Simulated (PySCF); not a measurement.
**Hg⁺ (mercury, charge +1) across methods**

[Xe] 4f14 5d10 6s1, 2S determinant. All numbers are calculated (PySCF 2.14, scalar relativity through the core potential, in def2-TZVPPD with the def2 core potential (60 electrons)).

```json
{"method": "PBE", "E (hartree)": "-153.1728", "mean ε 5d α (eV)": "-19.051", "mean ε 5d β (eV)": "-18.718", "mean ε 6s α (eV)": "-15.057", "Σ⟨r²⟩ (bohr²)": "42.20", "⟨S²⟩": "0.751"}
{"method": "r2SCAN", "E (hartree)": "-153.2038", "mean ε 5d α (eV)": "-19.431", "mean ε 5d β (eV)": "-19.018", "mean ε 6s α (eV)": "-15.354", "Σ⟨r²⟩ (bohr²)": "41.84", "⟨S²⟩": "0.752"}
{"method": "wB97X", "E (hartree)": "-153.1766", "mean ε 5d α (eV)": "-23.278", "mean ε 5d β (eV)": "-23.037", "mean ε 6s α (eV)": "-17.770", "Σ⟨r²⟩ (bohr²)": "41.98", "⟨S²⟩": "0.750"}
{"method": "B97-3", "E (hartree)": "-153.1842", "mean ε 5d α (eV)": "-20.939", "mean ε 5d β (eV)": "-20.626", "mean ε 6s α (eV)": "-15.688", "Σ⟨r²⟩ (bohr²)": "41.95", "⟨S²⟩": "0.750"}
{"method": "UHF", "E (hartree)": "-152.24196", "mean ε 5d α (eV)": "-25.465", "mean ε 5d β (eV)": "-25.135", "mean ε 6s α (eV)": "-17.411", "Σ⟨r²⟩ (bohr²)": "42.13", "⟨S²⟩": "0.752"}
{"method": "CAM-B3LYP", "E (hartree)": "-153.0992", "mean ε 5d α (eV)": "-22.311", "mean ε 5d β (eV)": "-22.029", "mean ε 6s α (eV)": "-17.149", "Σ⟨r²⟩ (bohr²)": "42.20", "⟨S²⟩": "0.750"}
{"method": "wB97X-V", "E (hartree)": "-153.1115", "mean ε 5d α (eV)": "-23.313", "mean ε 5d β (eV)": "-23.066", "mean ε 6s α (eV)": "-17.826", "Σ⟨r²⟩ (bohr²)": "42.03", "⟨S²⟩": "0.750"}
{"method": "PBE0", "E (hartree)": "-153.1419", "mean ε 5d α (eV)": "-20.898", "mean ε 5d β (eV)": "-20.560", "mean ε 6s α (eV)": "-15.854", "Σ⟨r²⟩ (bohr²)": "42.02", "⟨S²⟩": "0.751"}
```

Q: Estimate the same row for LDA.

A: E (hartree) = -152.9036; mean ε 5d α (eV) = -19.238; mean ε 5d β (eV) = -18.938; mean ε 6s α (eV) = -15.410; Σ⟨r²⟩ (bohr²) = 42.32; ⟨S²⟩ = 0.750.

Energies and moments cover only the electrons outside the core potential. Spin-orbit coupling, which splits the p, d and f shells strongly at this Z, is absent.
